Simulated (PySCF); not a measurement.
Shapes and spin states of WO(OH)2

Method: PBE0 in PySCF with W def2-SVP with ECP60, O def2-SVP, H def2-SVP; scalar-relativistic core potentials, no spin–orbit coupling; density-fitted integrals.

Relaxations began from a few typed shapes and spin states; open shells are unrestricted. The search is not exhaustive: other isomers or separated fragments can lie lower, and high-lying points may rest on an excited occupation.

(1) Order these stationary points by electronic energy, lowest first, in kJ/mol from the lowest minimum.
A. triplet C2: O–H 0.962 Å (×2), W–O 1.698 Å, W–O 1.915 Å (×2); H–O–W 129.9° (×2), O–W–O 114.9°, O–W–O 122.5° (×2)
B. singlet C2v: O–H 0.962 Å (×2), W–O 1.684 Å, W–O 1.858 Å (×2); H–O–W 136.6° (×2), O–W–O 117.0° (×2), O–W–O 125.9°
C. singlet Cs: O–H 0.958 Å, O–H 0.962 Å, W–O 1.682 Å, W–O 1.846 Å, W–O 1.856 Å; H–O–W 138.4°, H–O–W 153.6°, O–W–O 112.9°, O–W–O 114.8°, O–W–O 132.3°

(2) Which of them are minima?

## Answers

(1) B (0.0), C (2.6), A (39.7).

(2) By energy in kJ/mol, 0.0: minimum; 2.6: minimum; 39.7: saddle point, 1 imaginary mode.

For the lowest minimum: stability towards spin polarisation was not tested. Spin–orbit coupling, left out here, can matter for elements this heavy.
